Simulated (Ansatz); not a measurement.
FH8NSi3 can be A, `N[SiH](F)[SiH2][SiH3]`, or B, `F[SiH2]N([SiH3])[SiH3]`.

Isolated molecules relaxed with PBE0-D4/def2-TZVP in Ansatz; ΔE leaves out vibrations. CBS: MP2 limit from def2 TZ/QZ plus the TZ coupled-cluster correction, frozen cores. Functionals use def2-TZVPP. B3LYP here is the variant with VWN-RPA as its local correlation; programs differ in this. One conformer a species, not always the lowest.

A:

Z-matrix (Å, degrees):
```
Si
F 1 1.610
Si 1 2.339 2 108.4
N 1 1.701 2 114.1 3 -120.6
H 1 1.484 2 105.4 3 122.4
Si 3 2.338 1 109.1 2 172.9
H 3 1.492 1 109.3 2 -67.8
H 3 1.489 1 110.6 2 51.3
H 4 1.007 1 121.7 2 -78.1
H 4 1.006 1 122.1 2 76.1
H 6 1.488 3 110.0 1 -55.0
H 6 1.487 3 109.6 1 64.3
H 6 1.488 3 111.3 1 -175.4
```

B:

Z-matrix (Å, degrees):
```
Si
N 1 1.713
F 1 1.599 2 111.2
H 1 1.482 2 108.1 3 117.5
H 1 1.479 2 111.1 3 -118.1
Si 2 1.743 1 121.3 3 75.7
Si 2 1.744 1 119.9 3 -101.8
H 6 1.486 2 110.4 1 126.0
H 6 1.485 2 111.2 1 -113.8
H 6 1.485 2 107.6 1 6.2
H 7 1.487 2 107.3 1 166.0
H 7 1.486 2 111.5 1 -74.8
H 7 1.485 2 110.6 1 46.2
```

**Question.** Which is lower in electronic energy at CCSD(T)/CBS, and by how much? (Best estimate.)

**Answer.** Ansatz gave: B, by 25.7 kcal/mol.

**Question.** Give E(B) − E(A) in kcal/mol with r2SCAN-D4, ωB97M-V, B3LYP, CCSD/def2-TZVPP, MP2/def2-TZVPP, B3LYP-D4, PBE0-D4. (An estimate is asked.)

**Answer.** The calculation gave: r2SCAN-D4 -21.6, ωB97M-V -26.2, B3LYP -22.3, CCSD/def2-TZVPP -26.6, MP2/def2-TZVPP -29.6, B3LYP-D4 -23.9, PBE0-D4 -18.3. None reverses the order clearly.

Largest T1 diagnostic: 0.013.

In def2-TZVPP, CCSD(T) changes the Hartree–Fock value by +5.6 kcal/mol (the triples alone add +0.7 kcal/mol) and MP2 by +2.0 kcal/mol. The D4 term adds −1.5 kcal/mol with B3LYP and −0.7 kcal/mol with PBE0; it sums over pairs of atoms, weighted by their polarisabilities, and B3LYP, whose exchange is more repulsive, gets the larger term.
